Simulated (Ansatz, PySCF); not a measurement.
Lewis adduct: BH3 (SMILES B) (first 4 atoms) with AsH3 (SMILES [AsH3]); geometry from B3LYP-D3(BJ)/def2-TZVP, rigid monomers moved along the line of their centres of mass till B1···As5 is 1.88 Å.
(charge 0, multiplicity 1):
```xyz
8

B     -0.0052    -0.0598     0.6296
H     -0.8662     0.7776     0.5787
H     -0.3529    -1.1824     0.3770
H      1.0665     0.2658     0.1928
As     0.3369    -0.1611     2.4772
H     -0.7851    -0.5510     3.4090
H      0.8096     1.0750     3.2037
H      1.3853    -1.1264     2.9758
```

Counterpoise-corrected where a basis set is named; no monomer relaxation.

Correlated levels freeze the cores. Filled d and f shells under p-block atoms count as core. CBS: X⁻³ extrapolation of the correlation energy, Hartree–Fock from the larger set.

The values were computed with Ansatz (Gaussian basis) for Hartree–Fock, density functionals and correlated methods; PySCF for the dispersion terms. Each number belongs to the level named beside it.

PBE/def2-TZVPPD gives -28.36 kcal/mol for the interaction energy.

How do the other levels lie against it? Give each less PBE: PBE-D3(BJ)/def2-TZVPPD, r2SCAN/def2-TZVPPD, PBE0/def2-TZVPPD, wB97M-V/def2-TZVPPD, MP2/CBS(aug-cc-pVDZ, aug-cc-pVTZ), CCSD(T)/CBS(aug-cc-pVDZ, aug-cc-pVTZ).

PBE-D3(BJ)/def2-TZVPPD -1.57; r2SCAN/def2-TZVPPD 0.58; PBE0/def2-TZVPPD 0.47; wB97M-V/def2-TZVPPD 4.91; MP2/CBS(aug-cc-pVDZ, aug-cc-pVTZ) 3.55; CCSD(T)/CBS(aug-cc-pVDZ, aug-cc-pVTZ) 5.74 kcal/mol. 5 of 6 lie above PBE; the widest gap is to CCSD(T)/CBS(aug-cc-pVDZ, aug-cc-pVTZ).

Ansatz is a quantum-chemistry and plane-wave program.
